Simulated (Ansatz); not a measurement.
Gas-phase electronic energies from Ansatz, PBE0-D4/def2-TZVP geometries. CCSD(T)/CBS is the MP2 limit (def2-TZVPP, def2-QZVPP) plus CCSD(T) − MP2 in def2-TZVPP, frozen cores. Elements past krypton have def2 core potentials. For Ge, Ta outer-core shells are correlated without core-valence functions, which leaves a few kJ/mol of doubt a bond. Scalar relativity is left out up to krypton. One conformer a species, not always the lowest.

Consider the redistribution: `[NH2][Ta](=[S])([Cl])[Cl]` + `[NH2][Ge]([NH2])([OH])[F]` → `[OH][Ta](=[S])([Cl])[Cl]` + `[NH2][Ge]([NH2])([NH2])[F]`.

```csv
species,CCSD(T)/CBS(def2) energy (Eh)
`[NH2][Ta](=[S])([Cl])[Cl]`,-1430.35946
`[NH2][Ge]([NH2])([OH])[F]`,-2363.61118
`[OH][Ta](=[S])([Cl])[Cl]`,-1450.24360
`[NH2][Ge]([NH2])([NH2])[F]`,-2343.73101
```

(1) Work out ΔE.

Largest T1 diagnostic among the species: 0.020.

## Answers

(1) ΔE = (-1450.24360) + (-2343.73101) − (-1430.35946) − (-2363.61118) = -0.00397 Eh = -10.4 kJ/mol.

Leaving LDA and LC-ωPBE aside and taking each functional with its dispersion term where it has one, the values, not all of them listed here, spread over 3.5 kJ/mol, from ωB97X-V to PBE-QIDH. At CCSD(T), def2-SVP lies +3.4 kJ/mol from the extrapolated value and def2-TZVPP +0.4 kJ/mol.
